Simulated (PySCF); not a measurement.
Au (gold, neutral) across methods

[Xe] 4f14 5d9 6s2, 2D determinant (an excited configuration). Computed with PySCF 2.14 in aug-cc-pwCVDZ-PP with ECP60MDF (6s6p5d3f, 70 functions), with scalar relativity through the core potential. The B2PLYP total includes its PT2 part (frozen core); its orbital energies are those of the SCF part.

```json
{"method": "r2SCAN", "E (hartree)": "-135.6851", "mean ε 5d β (eV)": "-8.948", "mean ε 6s α (eV)": "-6.941", "mean ε 6s β (eV)": "-6.671", "Σ⟨r²⟩ (bohr²)": "53.78", "⟨S²⟩": "0.752"}
{"method": "B2PLYP", "E (hartree)": "-135.4244", "mean ε 5d β (eV)": "-11.894", "mean ε 6s α (eV)": "-8.039", "mean ε 6s β (eV)": "-7.711", "Σ⟨r²⟩ (bohr²)": "54.57", "⟨S²⟩": "0.752"}
{"method": "wB97M-V", "E (hartree)": "-135.5378", "mean ε 5d β (eV)": "-12.780", "mean ε 6s α (eV)": "-9.422", "mean ε 6s β (eV)": "-9.109", "Σ⟨r²⟩ (bohr²)": "54.36", "⟨S²⟩": "0.751"}
{"method": "UHF", "E (hartree)": "-134.71602", "mean ε 5d β (eV)": "-14.587", "mean ε 6s α (eV)": "-8.881", "mean ε 6s β (eV)": "-8.396", "Σ⟨r²⟩ (bohr²)": "55.14", "⟨S²⟩": "0.753"}
{"method": "LDA", "E (hartree)": "-135.4285", "mean ε 5d β (eV)": "-8.787", "mean ε 6s α (eV)": "-7.031", "mean ε 6s β (eV)": "-6.793", "Σ⟨r²⟩ (bohr²)": "54.18", "⟨S²⟩": "0.751"}
{"method": "PBE", "E (hartree)": "-135.6695", "mean ε 5d β (eV)": "-8.652", "mean ε 6s α (eV)": "-6.726", "mean ε 6s β (eV)": "-6.466", "Σ⟨r²⟩ (bohr²)": "54.23", "⟨S²⟩": "0.751"}
{"method": "PBE0", "E (hartree)": "-135.6236", "mean ε 5d β (eV)": "-10.334", "mean ε 6s α (eV)": "-7.486", "mean ε 6s β (eV)": "-7.179", "Σ⟨r²⟩ (bohr²)": "54.08", "⟨S²⟩": "0.751"}
{"method": "CAM-B3LYP", "E (hartree)": "-135.5861", "mean ε 5d β (eV)": "-11.739", "mean ε 6s α (eV)": "-8.683", "mean ε 6s β (eV)": "-8.420", "Σ⟨r²⟩ (bohr²)": "54.34", "⟨S²⟩": "0.751"}
```

Task: Estimate the same row for M06-2X.

Result: E (hartree) = -135.5153; mean ε 5d β (eV) = -12.119; mean ε 6s α (eV) = -8.199; mean ε 6s β (eV) = -7.768; Σ⟨r²⟩ (bohr²) = 54.41; ⟨S²⟩ = 0.752.

Energies and moments cover only the electrons outside the core potential. Spin-orbit coupling, absent here, splits the open shell strongly.
